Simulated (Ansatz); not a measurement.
`[SeH][Ti]([SeH])([SeH])[SeH]`. The species carries charge 0 and has multiplicity 1.

| atom | x (Å) | y (Å) | z (Å) |
| --- | --- | --- | --- |
| Se1 | 0.058 | -2.483 | -0.845 |
| Ti2 | 0.153 | -0.159 | -0.264 |
| Se3 | 1.509 | 0.857 | -1.959 |
| Se4 | 1.100 | -0.034 | 1.944 |
| Se5 | -1.984 | 0.944 | -0.340 |
| H6 | -1.370 | -2.506 | -0.486 |
| H7 | 2.126 | 1.721 | -0.938 |
| H8 | 0.735 | 1.396 | 1.964 |
| H9 | -2.326 | 0.263 | 0.923 |

Question: What are the harmonic wavenumbers in cm⁻¹ at PBE0-D4/def2-TZVP (Ansatz, finite differences of forces, unscaled)? (Best estimate.)

Answer: Ansatz gave: 42, 49, 62, 69, 75, 90, 195, 211, 234, 266, 305, 324, 350, 397, 405, 433, 446, 2404, 2405, 2423, 2423.

Question: Is this a minimum?

Answer: Yes, all 21 modes are real.

Question: Give the ideal-gas thermochemistry at 298.15 K and 1 bar (rigid rotor, harmonic oscillator; point group C2, symmetry number 2).

Answer: Zero-point energy 81.4 kJ/mol; H(298) − E = 115.6 kJ/mol; entropy 487.2 J/(mol·K), of which translation 182.5, rotation 131.5, vibration 173.1; G(298) − E = -29.7 kJ/mol. Modes under 100 cm⁻¹ are hindered rotations or soft bends, so the harmonic entropy is rough.

Question: Rotational constants (cm⁻¹)?

Answer: 0.01408, 0.0139, 0.01301.
